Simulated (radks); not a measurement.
Results of a calculation; reference values are marked as such.
All-electron atom: Ca I in [Ar] 4s1.5 3d0.5 (fractional occupations, a model configuration). Level of theory: scalar-relativistic Kohn-Sham, PBE, spin-polarised, spherical densities, finite nucleus; open shells are filled with parallel spins first; Fermi nuclear charge, rms radius 3.4776 fm (a radial shooting solver on a logarithmic mesh with Libxc functionals). Some entries of the table are withheld. Estimate them.

orbital  occ.  eigenvalue (hartree)  <1/r> (bohr^-1)  <r^2> (bohr^2)
1s up       1             -145.0852            19.74        0.007943
1s down     1             -145.0850            19.74        0.007943
2s up       1             -15.16537            4.047          0.1572
2s down     1             -15.16309            4.047          0.1571
2p up       3             -12.23978            3.950          0.1330
2p down     3             -12.23795            3.950          0.1329
3s up       1                   (1)            1.204           1.558
3s down     1                   (2)            1.205           1.555
3p up       3              -0.98190            1.068           1.945
3p down     3              -0.97074            1.070           1.937
4s up       1              -0.13429           0.3112           19.58
4s down   0.5              -0.11552           0.3090           20.19
3d up     0.5              -0.04689           0.5473             (3)
3d down     0              -0.03165           0.5521             (4)

Answer. 
(1) 3s up eigenvalue (hartree): -1.67947
(2) 3s down eigenvalue (hartree): -1.66901
(3) 3d up <r^2> (bohr^2): 11.82
(4) 3d down <r^2> (bohr^2): 12.23
